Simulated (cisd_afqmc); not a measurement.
Input (AFQMC/CISD/aug-cc-pVQZ; cisd_afqmc is a phaseless AFQMC code with CISD trial states that reads the integrals written by Ansatz):

Ansatz 0.2 input:
```python
import cisd_afqmc

open("ham.yaml", "w").write("""\
crystal:
  periodic: [false, false, false]
  atoms:
    - {symbol: Se, position_ang: [0.00000000, 0.00000000, 0.00000000]}
basis:
  gaussian:
    orbitals: aug-cc-pVQZ
total_charge: 1
magnetization: {spin_polarized: true, initial_magnetization: 3}
correlation: {method: ccsd, electrons: outside_noble_gas, hamiltonian_folder: ham}
scf: {lower_state_search: full}
""")
rep = cisd_afqmc.ansatz("ham.yaml")
e_ccsd = rep["correlation"]["coupled_cluster"]["energy"]["hartree"]
out = cisd_afqmc.run("ham", e_ccsd, trial="CISD", walkers=100, populations=8, threads=8, dt=0.005, steps=40, early=24, settle=10, least=32,
    cut=5e-5, rank_cut=2e-4, target=0.0004, seconds=1500, seed=1, memory=12960, gpu=False)
```

Output:

```
orbitals 79, occupied [4, 1], factors 443 of 579, rank of the doubles 144 of 378
E(HF) = -2399.559495
E(CCSD) on the cut factors = -2399.654238, shift to the whole factors -0.000013
Energy of the trial state on the determinant = -2399.654214
  tau behind 7.2 of longer steps, mean of the populations' last blocks
   2.0  -2399.65794
   4.0  -2399.65791
   6.0  -2399.65787
   8.0  -2399.65795
blocks 299 (0 outliers left out), error by blocks joined: 1: 0.00004, 2: 0.00006, 4: 0.00007, 8: 0.00009, 16: 0.00011
E(AFQMC/CISD) = -2399.65787 +/- 0.00011
```

The error still grows at the longest joins of blocks, or few joins were possible, so the printed bar may be too narrow.
